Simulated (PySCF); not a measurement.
Run record: geometry optimisation, methyl 2-ethoxyacetate, `CCOCC(=O)OC`.

Computed with PBE0-D3(BJ)/def2-SVP geometry optimisation, gas phase (PySCF 2.14.0). Start geometry: GFN2-xTB. A driver script takes a list of jobs; this job's settings line and coordinates (Å) are shown.

Input:
```
{"job": {"xc": "PBE0", "basis": "def2-SVP", "d3": "d3bj", "grid": 2, "kind": "geom"}, "charge": 0, "multiplicity": 1}
C     -3.232319     0.141648     0.145156
C     -1.791020    -0.082062     0.572017
O     -1.126005    -0.763017    -0.480784
C      0.203829    -1.091250    -0.220508
C      1.160625     0.096379    -0.219190
O      0.866165     1.248585    -0.376052
O      2.412941    -0.332583    -0.012505
C      3.423619     0.669681    -0.005209
H     -3.702772    -0.810926    -0.083243
H     -3.784044     0.633634     0.941371
H     -3.255963     0.762396    -0.745670
H     -1.301246     0.877777     0.774562
H     -1.750473    -0.695767     1.487085
H      0.515480    -1.772209    -1.018227
H      0.314662    -1.613802     0.743990
H      3.218511     1.409752     0.770470
H      3.460135     1.173848    -0.972480
H      4.359115     0.154234     0.194252
```

Output:
```
step   0  E = -421.44103823  max force = 0.016378
step   1  E = -421.44183580  max force = 0.003535
step   2  E = -421.44221518  max force = 0.001571
step   3  E = -421.44225425  max force = 0.000851
step   4  E = -421.44226003  max force = 0.000993
step   5  E = -421.44227361  max force = 0.000444
optimisation converged
```

Energies in Eh; «max force» is the largest Cartesian gradient component in Eh/bohr.

Question: Give the first gradient maximum in eV/Å.

Answer: With 1 Eh/bohr = 51.422 eV/Å, 0.842 eV/Å.

Question: How much energy does the optimisation release, in kcal/mol?

Answer: E(step 0) − E(last step) = 0.001235 Eh, which is 0.8 kcal/mol.

Summary of the converged run: final energy -421.44227 Eh after 5 steps; dipole 2.19 D.

On one thread, Intel Xeon Gold 6455B (x86_64), shared host with 128 logical CPUs at a one-minute load of 9.8, this took 55 s and 0.76 GiB of memory at its peak.
Labels such as C1 count atoms from 1, the log's own numbers from 0.
